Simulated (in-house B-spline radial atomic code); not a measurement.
Whole-atom quantities along the 8-electron series, configuration [He] 2s2 2p4. Computed with an all-electron radial atomic-structure program (B-spline basis): non-relativistic Hartree-Fock, average of the configuration, point nuclei.

This level leaves out relativity, spin-orbit splitting included, which matters for heavy ions.

```
  ion   Z  E/Z² (Eh)  Σ<r²> (bohr²)  n(0)/Z³ (bohr⁻³)  Lamb diamagnetic shielding (ppm)  repulsion over attraction
Ni20+  28    -1.5574        0.34308            0.6791                           1638.79                   0.055358
Cu21+  29    -1.5637        0.31686            0.6803                           1700.92                   0.053542
Zn22+  30          ?              ?                 ?                                 ?                          ?
Ga23+  31          ?              ?                 ?                                 ?                          ?
Ge24+  32    -1.5803        0.25402           0.68346                           1887.31                   0.048741
As25+  33    -1.5853        0.23719           0.68439                           1949.44                   0.047325
```

Question: Fill in the row of Zn22+.

Answer: E/Z² (Eh): -1.5696; Σ<r²> (bohr²): 0.29354; n(0)/Z³ (bohr⁻³): 0.68142; Lamb diamagnetic shielding (ppm): 1763.05; repulsion over attraction: 0.051841.

Question: Fill in the row of Ga23+.

Answer: E/Z² (Eh): -1.5751; Σ<r²> (bohr²): 0.2727; n(0)/Z³ (bohr⁻³): 0.68247; Lamb diamagnetic shielding (ppm): 1825.18; repulsion over attraction: 0.050244.

Question: With what power of Z does the column «Σ<r²> (bohr²)» change over this range?

Answer: A fit of the logarithm of its size against log Z from Z = 28 to 33 has slope -2.25. Unscreened non-relativistic hydrogenic orbitals would give -2.
